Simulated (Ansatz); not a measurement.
Ansatz (a program for electronic structure) input (CCSD(T)/def2-SVPD):

Ansatz 0.2 input:
```yaml
crystal:
  periodic: [false, false, false]
  atoms:
    - {symbol: Nb, position_ang: [-0.06778164, 0.00000000, 0.00000000]}
    - {symbol: F, position_ang: [0.15439151, 0.00000000, -1.87282443]}
    - {symbol: F, position_ang: [0.15439151, 0.00000000, 1.87282443]}
basis:
  gaussian:
    orbitals: def2-SVPD
magnetization: {spin_polarized: true, initial_magnetization: 3}
correlation: {method: ccsd_t, electrons: outside_noble_gas}
output: {forces: true}
```

Output:

```
Functional definition: HF
integrals: 0.11 GiB planned
769 factors; integrals over basis functions are off by at most 4.7e-4 eV
mean field: 0.25 GiB planned
mean field evaluation 1: about -6940.8655 eV, gradient 2.9e1 eV
mean field evaluation 2: about -6940.9436 eV, gradient 2.9e1 eV
mean field evaluation 4: about -6944.6562 eV, gradient 3.1e0 eV
mean field evaluation 8: about -6944.8457 eV, gradient 1.6e-1 eV
mean field evaluation 16: about -6940.8639 eV, gradient 2.9e1 eV
mean field evaluation 32: about -6944.1327 eV, gradient 4.7e0 eV
mean field evaluation 64: about -6944.8246 eV, gradient 5.2e-1 eV
mean field evaluation 96: about -6941.8360 eV, gradient 8.1e0 eV
mean field evaluation 128: about -6943.3736 eV, gradient 1.3e-3 eV
mean field evaluation 160: about -6943.5023 eV, gradient 9.7e-1 eV
mean field evaluation 192: about -6943.4292 eV, gradient 4.2e-1 eV
mean field evaluation 224: about -6941.9714 eV, gradient 5.4e-4 eV
mean field evaluation 256: about -6940.9969 eV, gradient 4.1e-4 eV
mean field evaluation 288: about -6943.1707 eV, gradient 2.6e0 eV
mean field evaluation 320: about -6943.2167 eV, gradient 3.0e0 eV
mean field evaluation 352: about -6943.1248 eV, gradient 3.0e0 eV
mean field evaluation 384: about -6940.5415 eV, gradient 2.1e1 eV
mean field evaluation 416: about -6940.9969 eV, gradient 5.8e-4 eV
mean field evaluation 448: about -6941.5792 eV, gradient 1.2e1 eV
mean field evaluation 480: about -6943.2704 eV, gradient 3.3e-3 eV
mean field evaluation 512: about -6943.3736 eV, gradient 4.5e-3 eV
mean field evaluation 544: about -6941.9714 eV, gradient 4.5e-4 eV
mean field -6944.84639351 eV, -255.2183975755 hartree, gradient 5.0e-6 eV, S^2 3.759013; 14 other end points of the search recorded, 0 dependent functions left out
determinant -6944.84639351 eV, -255.2183975755 hartree, with singles and doubles -6957.84919693 eV, -255.6962417875 hartree
determinant -6943.57944584 eV, -255.1718381075 hartree, with singles and doubles -6956.40087365 eV, -255.6430168888 hartree
determinant -6943.50758468 eV, -255.1691972585 hartree, with singles and doubles -6956.33642730 eV, -255.6406485291 hartree
determinant -6943.37356538 eV, -255.1642721402 hartree, with singles and doubles -6956.27694208 eV, -255.6384624877 hartree
determinant -6943.27044705 eV, -255.1604826115 hartree, with singles and doubles -6956.18196747 eV, -255.6349722350 hartree
determinant -6941.97141115 eV, -255.1127439227 hartree, with singles and doubles -6954.63196988 eV, -255.5780108742 hartree
determinant -6941.97137299 eV, -255.1127425203 hartree, with singles and doubles -6954.63176378 eV, -255.5780033001 hartree
6 core orbitals not correlated
reference -6944.84639351 eV, -255.2183975755 hartree; 11, 8 occupied and 63, 66 virtual orbitals, 769 factors
densities: 0.62 GiB planned
second order -12.94118858 eV of doubles, -0.00000000 eV of singles
coupled cluster: 0.46 GiB planned
cycle   1  -12.99146525 eV  change   -2.4e-1 eV  update   3.1e-2
cycle   2  -13.02979985 eV  change   -3.8e-2 eV  update   8.1e-3
cycle   3  -13.02983040 eV  change   -3.1e-5 eV  update   5.0e-3
cycle   4  -13.03295205 eV  change   -3.1e-3 eV  update   1.4e-3
cycle   5  -13.03291437 eV  change    3.8e-5 eV  update   7.8e-4
cycle   6  -13.03348402 eV  change   -5.7e-4 eV  update   4.4e-4
cycle   7  -13.03354506 eV  change   -6.1e-5 eV  update   2.5e-4
cycle   8  -13.03375265 eV  change   -2.1e-4 eV  update   1.1e-4
cycle   9  -13.03374120 eV  change    1.1e-5 eV  update   4.3e-5
cycle  10  -13.03375195 eV  change   -1.1e-5 eV  update   1.6e-5
cycle  11  -13.03374534 eV  change    6.6e-6 eV  update   5.9e-6
cycle  12  -13.03374456 eV  change    7.8e-7 eV  update   2.5e-6
cycle  13  -13.03374486 eV  change   -3.0e-7 eV  update   9.7e-7
cycle  14  -13.03374449 eV  change    3.8e-7 eV  update   4.2e-7
perturbative correction -0.37497876 eV, -0.0137802152 hartree
the calculation of the forces begins
Total energy: -6958.25511676 eV, -255.7111590661 hartree
Atom 0 at    -0.067782     0.000000     0.000000 Å, force    -0.145829     0.000000    -0.000000 eV/Å
Atom 1 at     0.154392     0.000000    -1.872824 Å, force     0.072914    -0.000000    -0.785465 eV/Å
Atom 2 at     0.154392     0.000000     1.872824 Å, force     0.072915     0.000000     0.785465 eV/Å
Dipole moment:    -0.084823    -0.000000     0.000000 e Å
```

The spin state was set by rule; other spins were not relaxed.
